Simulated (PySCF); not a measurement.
**Stationary points of LaO₂⁻**

These are results of PBE0 in PySCF with La lcecp-1-TZVP with ECP46, O def2-TZVP; scalar-relativistic core potentials, no spin–orbit coupling; density-fitted integrals, not measurements.

Relaxations began from a few typed shapes. The search is not exhaustive: other isomers or separated fragments can lie lower, and high-lying points may rest on an excited occupation.

Q: Order these stationary points by electronic energy, lowest first, in kJ/mol from the lowest minimum.
A. singlet C2v: La–O 2.005 Å (×2); O–La–O 110.7°
B. singlet D∞h: La–O 2.102 Å (×2); O–La–O 180.0°
C. singlet C2v: La–O 2.135 Å (×2), O–O 1.466 Å; La–O–O 69.9° (×2), O–La–O 40.2°

A: A (0.0), B (130.1), C (200.5).

Q: Which of them are minima?

A: By energy in kJ/mol, 0.0: minimum; 130.1: saddle point, 2 imaginary modes; 200.5: minimum.

For the lowest minimum: the highest occupied level lies above zero, a sign of self-interaction error or too small a basis; response properties are unreliable. The lowest empty level of this anion is unbound, so it and the gap depend on the basis. The basis has no diffuse functions, which an anion would want.
